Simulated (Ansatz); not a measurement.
Correlation energies of C₂H₆BO, SMILES `C[B]OC` radical by basis set

```xyz
10

C     0.549   -0.064   -1.862
B     0.376    0.339   -0.367
O    -0.404   -0.315    0.492
C    -0.551    0.059    1.851
H    -0.063   -0.932   -2.133
H     0.287    0.773   -2.515
H     1.598   -0.293   -2.070
H    -1.605    0.266    2.043
H    -0.233   -0.776    2.479
H     0.047    0.943    2.082
```

Charge 0, multiplicity 2. All single points use the PBE0-D4/def2-TZVP geometry. It is one conformer, not always the lowest. Frozen core, unrestricted reference, the Gaussian-basis code of Ansatz. CBS rows extrapolate triple and quadruple zeta; past MP2 they add the triple-zeta difference.

| basis | HF (Eh) | MP2 corr. | CCSD corr. | (T) | CCSD(T) total |
| --- | --- | --- | --- | --- | --- |
| def2-SVP | -178.62918 | -0.53281 | -0.57720 | ? | ? |
| def2-TZVPP | -178.83547 | -0.66165 | -0.69820 | ? | ? |
| def2-QZVPP | ? | ? | – | – | – |
| CBS(def2) | -178.84549 | -0.74247 | -0.77902 | as TZ | -179.65085 |

Task: Fill in the withheld values. (Estimate.)

Result: Computed: def2-SVP (T): -0.01574; def2-SVP CCSD(T) total: -179.22212; def2-TZVPP (T): -0.02634; def2-TZVPP CCSD(T) total: -179.56001; def2-QZVPP HF (Eh): -178.84428; def2-QZVPP MP2 corr.: -0.70808.
